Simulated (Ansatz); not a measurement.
One change: `C[O][In]([CH3])[O]C` becomes `C[O][In]([CH3])[Cl]`.

Ansatz, PBE0-D4/def2-TZVP geometries, multiplicity 1. Each molecule was computed in one conformer, which needn't be the lowest.

Elements past krypton have def2 core potentials.

```csv
property,`C[O][In]([CH3])[O]C`
LUMO energy (ωB97M-V/def2-TZVPP) / eV,0.58
HOMO–LUMO gap (ωB97M-V/def2-TZVPP) / eV,10.07
HOMO energy (B3LYP/def2-TZVPP) / eV,-6.92
size of the dipole moment (PBE/def2-TZVPP) / D,0.87
HOMO–LUMO gap (B3LYP/def2-TZVPP) / eV,5.65
HOMO–LUMO gap (PBE0/def2-TZVPP) / eV,6.20
```

Question: What does the change do to each property? (Best estimate.)

Answer: Computed: 
```tsv
property	`C[O][In]([CH3])[Cl]`	shift
LUMO energy (ωB97M-V/def2-TZVPP) / eV	0.37	-0.21
HOMO–LUMO gap (ωB97M-V/def2-TZVPP) / eV	10.34	0.27
HOMO energy (B3LYP/def2-TZVPP) / eV	-7.33	-0.41
size of the dipole moment (PBE/def2-TZVPP) / D	2.51	1.64
HOMO–LUMO gap (B3LYP/def2-TZVPP) / eV	5.78	0.13
HOMO–LUMO gap (PBE0/def2-TZVPP) / eV	6.33	0.13
```

With PBE0 the HOMO falls by 0.41 eV and the LUMO falls by 0.28 eV, so the gap widens by about 0.13 eV. PBE moves the HOMO by -0.46 eV and ωB97M-V by -0.46 eV. Dipoles are sizes alone; their direction can turn.

B3LYP here is the variant with VWN-RPA as its local correlation; programs differ in this.
